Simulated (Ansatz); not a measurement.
`FB(F)C1CC1` + H₂Se → `FB(F)[SeH]` + `C1CC1` at 700 K and 1 bar (ligand exchange at a B–C bond).

Calculated with Ansatz (gas phase, PBE0-D4/def2-TZVP geometries, no zero-point term in ΔE). CCSD(T)/CBS adds triple-zeta CCSD(T) − MP2 to the extrapolated MP2 energy (def2 sets, frozen cores). For Se outer-core shells are correlated without core-valence functions, which leaves a few kJ/mol of doubt a bond. Scalar relativity is left out up to krypton. One conformer a species, not always the lowest.

```csv
species,CCSD(T)/CBS energy (Eh),H − E (kJ/mol),S (J/(mol·K))
`FB(F)C1CC1`,-341.65520,288.8,437.6
H₂Se,-2401.89790,61.1,251.1
`FB(F)[SeH]`,-2625.82827,94.3,369.3
`C1CC1`,-117.73368,261.5,309.5
```

H − E and S are ideal-gas, rigid-rotor, harmonic terms from PBE0-D4/def2-TZVP, for one conformer and one mirror image of each species. 1 Eh = 2625.50 kJ/mol, R = 8.31446 J/(mol·K).

**Question.** By hand: ΔE, ΔH, ΔS and ΔG.

**Answer.** ΔE = (-2625.82827) + (-117.73368) − (-341.65520) − (-2401.89790) = -0.00885 Eh = -23.2 kJ/mol. Δ(H − E) = 94.3 + 261.5 − 288.8 − 61.1 = 5.9, so ΔH = -17.3 kJ/mol. ΔS = 369.3 + 309.5 − 437.6 − 251.1 = -9.9 J/(mol·K). ΔG = -17.3 − 700 × (-9.9)/1000 = -10.4 kJ/mol.

**Question.** By hand: the equilibrium constant, and the temperature at which ΔG would vanish if ΔH and ΔS stayed fixed.

**Answer.** log₁₀ K = −ΔG/(RT ln 10) = 0.8. ΔG = 0 at ΔH/ΔS = 1747 K, though so small a ΔS makes that figure unsure.

TΔS isn't small against ΔH here. A doubt of 5 kJ/mol in ΔE shifts log₁₀ K by 0.4 here. Other conformers and mirror images would add mixing entropy, several J/(mol·K) or more a flexible species. These are equilibria of isolated gas molecules and say nothing of rates. Largest T1 diagnostic: 0.012 (customary marks: 0.02 for closed shells, 0.045 for open ones).
